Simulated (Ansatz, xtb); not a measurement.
# CdH4O2Si: which of two structures lies lower

We compare X, a singlet given by its coordinates, with Y, a singlet given by its coordinates. Both are isolated molecules in the gas phase, relaxed with PBE0-D4/def2-SVP.

X (Å):

```yaml
atoms:
  - { symbol: Cd, position_ang: [-0.8125, -0.7348, 0.1569] }
  - { symbol: O, position_ang: [-1.6161, 0.9284, 0.7951] }
  - { symbol: O, position_ang: [-0.1548, -2.4998, -0.3702] }
  - { symbol: Si, position_ang: [1.3000, -3.1059, -0.8387] }
  - { symbol: H, position_ang: [-1.3177, 1.6854, 0.2781] }
  - { symbol: H, position_ang: [1.8205, -2.4343, -2.0780] }
  - { symbol: H, position_ang: [1.1664, -4.5669, -1.1257] }
  - { symbol: H, position_ang: [2.3549, -2.9321, 0.2166] }
```

Close contacts (Å): Cd1–O2 1.95, Cd1–O3 1.96, O3–Si4 1.64, Cd1–H5 2.48, O2–H5 0.96, Si4–H6 1.50, Si4–H7 1.49, Si4–H8 1.50.

Y (Å):

```json
{"atom": "Cd", "x (Å)": "-0.6306", "y (Å)": "-0.4661", "z (Å)": "1.5654"}
{"atom": "O", "x (Å)": "-0.1699", "y (Å)": "1.0546", "z (Å)": "-0.4187"}
{"atom": "O", "x (Å)": "1.1019", "y (Å)": "-0.8466", "z (Å)": "-1.5526"}
{"atom": "Si", "x (Å)": "0.6925", "y (Å)": "0.7120", "z (Å)": "-1.8621"}
{"atom": "H", "x (Å)": "-0.5299", "y (Å)": "1.9479", "z (Å)": "-0.3506"}
{"atom": "H", "x (Å)": "0.8302", "y (Å)": "-1.2758", "z (Å)": "-0.7152"}
{"atom": "H", "x (Å)": "-1.5045", "y (Å)": "0.6375", "z (Å)": "2.4886"}
{"atom": "H", "x (Å)": "0.2102", "y (Å)": "-1.7634", "z (Å)": "0.8451"}
```

Close contacts (Å): Cd1–O2 2.54, O2–Si4 1.72, O3–Si4 1.64, Cd1–H7 1.68, Cd1–H8 1.71, O2–H5 0.97, O3–H6 0.98.

Problem. Estimate E(Y) − E(X) at the level CCSD(T)/def2-SVP + ΔMP2/def2-TZVPP.

Solution. Calculated at CCSD(T)/def2-SVP + ΔMP2/def2-TZVPP: E(Y) − E(X) = +1.18 kcal/mol, so structure X lies lower.

How the difference moves with the method:

| level | geometry | E(Y) − E(X) (kcal/mol) | departure from the last row (kcal/mol) | job, with rough time for the two |
| --- | --- | --- | --- | --- |
| PBE0-D4/def2-SVP | PBE0-D4/def2-SVP | −0.45 | −1.63 | optimisation, 2.1 min |
| HF/def2-SVP | PBE0-D4/def2-SVP | +5.67 | +4.49 | part of the CCSD(T) run |
| MP2/def2-SVP | PBE0-D4/def2-SVP | +4.92 | +3.74 | part of the CCSD(T) run |
| CCSD(T)/def2-SVP | PBE0-D4/def2-SVP | +1.99 | +0.81 | single point |
| CCSD(T)/def2-SVP + ΔMP2/def2-TZVPP | PBE0-D4/def2-SVP | +1.18 |  | single point, 33 s |

PBE0-D4/def2-SVP finds them nearly level. The largest departure from CCSD(T)/def2-SVP + ΔMP2/def2-TZVPP is that of HF/def2-SVP, 4.49 kcal/mol. Levels run at GFN2-xTB geometries aren't shown. The last row adds to CCSD(T) the change of the MP2 difference between the two basis sets, here −0.81 kcal/mol.

With harmonic frequencies from PBE0-D4/def2-SVP (ideal gas, rigid rotor, one conformer each, 298.15 K, 1 atm): on the last row, ΔE + ΔZPE = +1.04 kcal/mol. A mode under 50 cm⁻¹ makes harmonic enthalpies and free energies unreliable, so none is given.

The correlated steps freeze 7 core orbitals. Atoms past krypton carry core potentials in the def2 sets and no spin–orbit term is included. Programs: Ansatz 0.2.0; the last row on 2 threads of Intel(R) Xeon(R) Platinum 8488C (Sapphire Rapids) on a shared host.
